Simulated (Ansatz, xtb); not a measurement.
**C2BN: which of two structures lies lower**

Structure a: the triplet with the links of `B#C[N+]#[C-]`. Structure b: a singlet given by its coordinates. Both are isolated molecules in the gas phase, relaxed with B3LYP-D4/def2-TZVP.

a (Å):

```yaml
atoms:
  - { symbol: C, position_ang: [0.0000, 0.0000, -0.6006] }
  - { symbol: C, position_ang: [0.0000, 0.0000, 1.8723] }
  - { symbol: B, position_ang: [0.0000, 0.0000, -1.9538] }
  - { symbol: N, position_ang: [0.0000, 0.0000, 0.6821] }
```

b (Å):

```tsv
atom	x (Å)	y (Å)	z (Å)
C	-0.1508	-0.6210	0.0688
C	-0.1246	0.6905	-0.2156
B	-0.6045	1.6188	-1.1545
N	-0.1106	-1.7454	0.4054
```

Close contacts (Å): C1–C2 1.34, C1–N4 1.17, C2–B3 1.40.

Problem. Estimate E(b) − E(a) at the level CCSD(T)/def2-TZVPP.

Solution. Calculated at CCSD(T)/def2-TZVPP: E(b) − E(a) = −0.780 eV, so structure b lies lower.

The same difference at several levels:

| level | geometry | E(b) − E(a) (eV) | departure from the last row (eV) | job, with rough time for the two |
| --- | --- | --- | --- | --- |
| B3LYP-D4/def2-TZVP | B3LYP-D4/def2-TZVP | +0.113 | +0.893 | optimisation, 2.7 min |
| HF/def2-TZVPP | B3LYP-D4/def2-TZVP | +1.676 | +2.456 | part of the CCSD(T) run |
| MP2/def2-TZVPP | B3LYP-D4/def2-TZVP | +0.231 | +1.011 | part of the CCSD(T) run |
| CCSD(T)/def2-TZVPP | B3LYP-D4/def2-TZVP | −0.780 |  | single point, 52 s |

B3LYP-D4/def2-TZVP, HF/def2-TZVPP, MP2/def2-TZVPP put the two in the other order. The largest departure from CCSD(T)/def2-TZVPP is that of HF/def2-TZVPP, 2.456 eV. At CCSD(T)/def2-TZVPP a triplet with the links of b lies below this singlet. Levels run at GFN2-xTB geometries aren't shown. The triplet state of a needn't be its ground state.

With harmonic frequencies from B3LYP-D4/def2-TZVP (ideal gas, rigid rotor, one conformer each, 298.15 K, 1 atm): the zero-point term adds −0.029 eV; ΔH is −0.813 and ΔG −0.827 eV.

The T1 diagnostic of structure b is large, so the coupled-cluster value is less sure. Open shells are spin-unrestricted. The correlated steps freeze 4 core orbitals. ΔG holds the spin degeneracy. Codes used: Ansatz 0.2.0; the last row on 2 threads of Arm Neoverse V1 on a shared host.
